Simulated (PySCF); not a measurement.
PySCF input file for C2H7Si, SMILES C[SiH]C (connectivity only; charge and spin as stated), charge +1, multiplicity 1, TDA-LC-ωPBE/def2-SVPD. The structure is a stationary point at PBE-D3(BJ)/def2-SVP. The multiplicity is an assumed one; other spin states were not compared. The isomer is the one that the SMILES or the coordinates give; other isomers of the formula were not compared.

```python
import numpy as np
from pyscf import gto, scf, dft, tdscf

mol = gto.M(
    atom='''
    C    -1.62823171    0.00000000   -0.40004264
    Si   -0.00000000   -0.00000000    0.43583680
    C     1.62823171    0.00000000   -0.40004264
    H    -2.21174333   -0.88581725   -0.05561935
    H    -2.21174334    0.88581725   -0.05561935
    H    -1.55785969   -0.00000000   -1.50450399
    H    -0.00000000    0.00000000    1.93028181
    H     2.21174334   -0.88581725   -0.05561934
    H     2.21174334    0.88581726   -0.05561935
    H     1.55785971   -0.00000000   -1.50450399
    ''',
    basis='def2-SVPD',
    charge=1,
    spin=0,
    symmetry=True,
    max_memory=1600,
    verbose=4,
)
mf = dft.RKS(mol, xc='lc_wpbe').density_fit(auxbasis='def2-universal-jkfit')
mf.grids.level = 3
mf.conv_tol = 1e-9
mf.max_cycle = 100
mf.kernel()
mf.grids = dft.Grids(mol).set(level=1).build(with_non0tab=True)  # coarser grid for the response kernel
td = tdscf.TDA(mf)
td.singlet = True
td.nstates = 10
td.conv_tol = 1e-4
td.kernel(x0=td.get_init_guess(mf, 15))
td.analyze()
tt = tdscf.TDA(mf)
tt.singlet = False
tt.nstates = 4
tt.conv_tol = 1e-4
tt.kernel(x0=tt.get_init_guess(mf, 9))
tt.analyze(verbose=3)
```

Log of the run:

```
PySCF version 2.14.0

[INPUT] verbose = 4
[INPUT] num. atoms = 10
[INPUT] num. electrons = 32
[INPUT] charge = 1
[INPUT] spin (= nelec alpha-beta = 2S) = 0
[INPUT] symmetry True subgroup None
[INPUT] Mole.unit = angstrom
[INPUT] Symbol           X                Y                Z      unit          X                Y                Z       unit  Magmom
[INPUT]  1 C     -1.628231710000   0.000000000000  -0.400042640000 AA   -3.076911999232   0.000000000000  -0.755971027748 Bohr   0.0
[INPUT]  2 Si     0.000000000000   0.000000000000   0.435836800000 AA    0.000000000000   0.000000000000   0.823612187007 Bohr   0.0
[INPUT]  3 C      1.628231710000   0.000000000000  -0.400042640000 AA    3.076911999232   0.000000000000  -0.755971027748 Bohr   0.0
[INPUT]  4 H     -2.211743330000  -0.885817250000  -0.055619350000 AA   -4.179589151534  -1.673951998915  -0.105105338726 Bohr   0.0
[INPUT]  5 H     -2.211743340000   0.885817250000  -0.055619350000 AA   -4.179589170431   1.673951998915  -0.105105338726 Bohr   0.0
[INPUT]  6 H     -1.557859690000   0.000000000000  -1.504503990000 AA   -2.943928154600   0.000000000000  -2.843100494415 Bohr   0.0
[INPUT]  7 H      0.000000000000   0.000000000000   1.930281810000 AA    0.000000000000   0.000000000000   3.647703964130 Bohr   0.0
[INPUT]  8 H      2.211743340000  -0.885817250000  -0.055619340000 AA    4.179589170431  -1.673951998915  -0.105105319829 Bohr   0.0
[INPUT]  9 H      2.211743340000   0.885817260000  -0.055619350000 AA    4.179589170431   1.673952017813  -0.105105338726 Bohr   0.0
[INPUT] 10 H      1.557859710000   0.000000000000  -1.504503990000 AA    2.943928192394   0.000000000000  -2.843100494415 Bohr   0.0

nuclear repulsion = 105.836753690263
point group symmetry = C2v
symmetry origin: [ 1.71793285e-09  5.72644282e-10 -2.29057710e-09]
symmetry axis x: [ 1.00000000e+00  2.49722121e-10 -1.96564342e-10]
symmetry axis y: [ 2.49722121e-10 -1.00000000e+00 -9.69903283e-10]
symmetry axis z: [ 1.96564342e-10 -9.69903186e-10  1.00000000e+00]
num. orbitals of irrep A1 = 44
num. orbitals of irrep A2 = 18
num. orbitals of irrep B1 = 35
num. orbitals of irrep B2 = 23
number of shells = 54
number of NR pGTOs = 172
number of NR cGTOs = 120
basis = def2-SVPD
ecp = {}


[settings echo left out]
init E= -369.573399620935
HOMO (B1) = -0.375114937272123  LUMO (B2) = -0.0858303785240762  gap/eV = 7.87183
cycle= 1 E= -369.307412848969  delta_E= 0.266  |g|= 0.294  |ddm|= 3.13
HOMO (B1) = -0.695082270539851  LUMO (B2) = -0.268973193482721  gap/eV = 11.59502
cycle= 2 E= -369.339695561431  delta_E= -0.0323  |g|= 0.101  |ddm|= 0.704
HOMO (B1) = -0.668738431820757  LUMO (B2) = -0.220410422774056  gap/eV = 12.19963
cycle= 3 E= -369.342898880829  delta_E= -0.0032  |g|= 0.0251  |ddm|= 0.217
HOMO (B1) = -0.663199458559284  LUMO (B2) = -0.217212896190337  gap/eV = 12.13591
cycle= 4 E= -369.343115661386  delta_E= -0.000217  |g|= 0.00717  |ddm|= 0.0575
HOMO (B1) = -0.665398858529568  LUMO (B2) = -0.218245613061505  gap/eV = 12.16766
cycle= 5 E= -369.3431316074  delta_E= -1.59e-05  |g|= 0.00191  |ddm|= 0.0137
HOMO (B1) = -0.665119187299777  LUMO (B2) = -0.218180386073553  gap/eV = 12.16182
cycle= 6 E= -369.343133562656  delta_E= -1.96e-06  |g|= 0.000372  |ddm|= 0.00527
HOMO (B1) = -0.665174861720317  LUMO (B2) = -0.218189326974954  gap/eV = 12.16310
cycle= 7 E= -369.343133676064  delta_E= -1.13e-07  |g|= 8.84e-05  |ddm|= 0.00114
HOMO (B1) = -0.665169561318891  LUMO (B2) = -0.218181245455535  gap/eV = 12.16317
cycle= 8 E= -369.343133685254  delta_E= -9.19e-09  |g|= 1.94e-05  |ddm|= 0.000269
HOMO (B1) = -0.665168840223898  LUMO (B2) = -0.218181160034022  gap/eV = 12.16315
cycle= 9 E= -369.343133685576  delta_E= -3.22e-10  |g|= 3.34e-06  |ddm|= 6.61e-05
HOMO (B1) = -0.66516869566839  LUMO (B2) = -0.21818147054548  gap/eV = 12.16314
Extra cycle  E= -369.343133685585  delta_E= -8.19e-12  |g|= 1.18e-06  |ddm|= 9.55e-06
converged SCF energy = -369.343133685585
tot grids = 34080


******** <class 'pyscf.tdscf.rks.TDA'> for <class 'pyscf.df.df_jk.DFSymAdaptedRKS'> ********
nstates = 10 singlet
deg_eia_thresh = 1.000e-03
wfnsym = None
conv_tol = 0.0001
eigh lindep = 1e-12
eigh level_shift = 0
eigh max_cycle = 100


Excitation energies (eV)
[ 5.75328883  5.83972007  8.13804899  8.27084268  8.71653331  8.73555424
  9.88344626 10.16133269 10.68672755 10.95174325]

** Singlet excitation energies and oscillator strengths **
Excited State   1:   A2      5.75329 eV    215.50 nm  f=0.0000
      16 -> 17        0.69693
Excited State   2:   B2      5.83972 eV    212.31 nm  f=0.0008
      15 -> 17        0.69840
Excited State   3:   A2      8.13805 eV    152.35 nm  f=0.0000
      13 -> 17       -0.69611
Excited State   4:   B1      8.27084 eV    149.91 nm  f=0.1304
      14 -> 17        0.68407
      16 -> 18        0.10940
Excited State   5:   B2      8.71653 eV    142.24 nm  f=0.0048
      11 -> 17       -0.69306
Excited State   6:   A1      8.73555 eV    141.93 nm  f=0.0111
      12 -> 17        0.68797
Excited State   7:   B1      9.88345 eV    125.45 nm  f=0.3479
      14 -> 17        0.11078
      15 -> 19        0.13916
      15 -> 24       -0.11115
      16 -> 18       -0.64347
      16 -> 20       -0.10731
Excited State   8:   A1     10.16133 eV    122.02 nm  f=0.1034
      15 -> 18       -0.65522
      15 -> 20       -0.14778
Excited State   9:   B1     10.68673 eV    116.02 nm  f=0.1747
      13 -> 18       -0.14920
      15 -> 19       -0.49426
      15 -> 24        0.14190
      16 -> 18       -0.11336
      16 -> 20       -0.25177
      16 -> 22        0.11406
      16 -> 23        0.30007
Excited State  10:   A1     10.95174 eV    113.21 nm  f=0.0170
      16 -> 19       -0.66446
      16 -> 24        0.12709

** Transition electric dipole moments (AU) **
state          X           Y           Z        Dip. S.      Osc.
  1        -0.0000     -0.0000      0.0000      0.0000      0.0000
  2         0.0000      0.0725      0.0000      0.0053      0.0008
  3         0.0000     -0.0000      0.0000      0.0000      0.0000
  4         0.8023      0.0000      0.0000      0.6437      0.1304
  5        -0.0000      0.1494     -0.0000      0.0223      0.0048
  6        -0.0000     -0.0000      0.2279      0.0519      0.0111
  7         1.1987      0.0000      0.0000      1.4370      0.3479
  8         0.0000     -0.0000     -0.6444      0.4152      0.1034
  9         0.8168     -0.0000     -0.0000      0.6671      0.1747
 10        -0.0000     -0.0000     -0.2514      0.0632      0.0170

** Transition velocity dipole moments (imaginary part, AU) **
state          X           Y           Z        Dip. S.      Osc.
  1        -0.0000      0.0000      0.0000      0.0000      0.0000
  2         0.0000      0.0287     -0.0000      0.0008      0.0026
  3        -0.0000     -0.0000      0.0000      0.0000      0.0000
  4         0.1192      0.0000      0.0000      0.0142      0.0312
  5        -0.0000     -0.0153      0.0000      0.0002      0.0005
  6         0.0000     -0.0000      0.0514      0.0026      0.0055
  7         0.3959      0.0000      0.0000      0.1567      0.2877
  8         0.0000     -0.0000     -0.2404      0.0578      0.1031
  9         0.3060     -0.0000      0.0000      0.0936      0.1590
 10        -0.0000     -0.0000     -0.0641      0.0041      0.0068

** Transition magnetic dipole moments (imaginary part, AU) **
state          X           Y           Z
  1        -0.0000      0.0000      1.1275
  2         1.2377     -0.0000      0.0000
  3         0.0000     -0.0000     -0.2786
  4         0.0000     -0.2871     -0.0000
  5        -0.2509     -0.0000      0.0000
  6         0.0000     -0.0000      0.0000
  7        -0.0000      0.1932      0.0000
  8         0.0000      0.0000     -0.0000
  9        -0.0000     -2.1175      0.0000
 10         0.0000     -0.0000      0.0000


******** <class 'pyscf.tdscf.rks.TDA'> for <class 'pyscf.df.df_jk.DFSymAdaptedRKS'> ********
nstates = 4 triplet
deg_eia_thresh = 1.000e-03
wfnsym = None
conv_tol = 0.0001
eigh lindep = 1e-12
eigh level_shift = 0
eigh max_cycle = 100


Excitation energies (eV)
[5.15478559 5.21707145 7.50710145 7.70692755]

** Triplet excitation energies and oscillator strengths **
Excited State   1:   A2      5.15479 eV    240.52 nm  f=0.0000
Excited State   2:   B2      5.21707 eV    237.65 nm  f=0.0000
Excited State   3:   B1      7.50710 eV    165.16 nm  f=0.0000
Excited State   4:   A1      7.70693 eV    160.87 nm  f=0.0000
```

The run converged.
